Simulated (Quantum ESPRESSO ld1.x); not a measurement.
Species: Mo35+. Configuration: [He] 2s2 2p3. Method: scalar-relativistic Kohn-Sham, LDA (Slater exchange, Perdew-Zunger correlation), spin-polarised, spherical densities, point nucleus; open shells are filled with parallel spins first; computed with ld1.x of Quantum ESPRESSO 7.5.

Radial electron density D(r) = 4 pi r^2 rho(r):

r (bohr)  D(r) (e/bohr)  spin D(r)
0.003121          6.007   0.000187
0.003435          7.023   0.000642
0.003781          8.188    0.00135
0.004162          9.520    0.00244
0.004582          11.03    0.00406
0.005043          12.74    0.00645
0.005507          14.48    0.00960
0.006062          16.59     0.0145
0.006673          18.92     0.0215
0.007345          21.47     0.0314
0.008086          24.21     0.0455
0.0089            27.14     0.0653
0.009797          30.21     0.0929
0.01078           33.38      0.131
0.01187           36.57      0.184
0.01307           39.70      0.257
0.01438           42.67      0.355
0.01583           45.37      0.488
0.01743           47.66      0.667
0.01918           49.42      0.905
0.02112           50.53       1.22
0.02324           50.89       1.62
0.02559           50.44       2.15
0.02817           49.17       2.82
0.031             47.14       3.65
0.03413           44.47       4.68
0.03757           41.38       5.93
0.04135           38.13       7.41
0.04552           35.05       9.11
0.0501            32.47       11.0
0.05515           30.66       13.1
0.06071           29.84       15.3
0.06683           30.05       17.5
0.07356           31.19       19.5
0.08097           32.96       21.2
0.08913           34.94       22.3
0.09811           36.59       22.9
0.108             37.39       22.6
0.1179            37.02       21.6
0.1298            35.19       19.8
0.1429            31.90       17.3
0.1573            27.42       14.4
0.1731            22.23       11.4
0.1906            16.90       8.43
0.2098            11.99       5.86
0.2309            7.874       3.78
0.2542            4.758       2.25
0.2798            2.625       1.23
0.308             1.310      0.608
0.339            0.5860      0.271
0.3732           0.2325      0.107
0.4108          0.08087     0.0373
0.4522          0.02434     0.0113
0.4977         0.006254    0.00291

D(r) has 2 maxima, at r = 0.0231, 0.110 bohr, and minima at 0.0622 bohr, inside which lie 2.23 electrons.
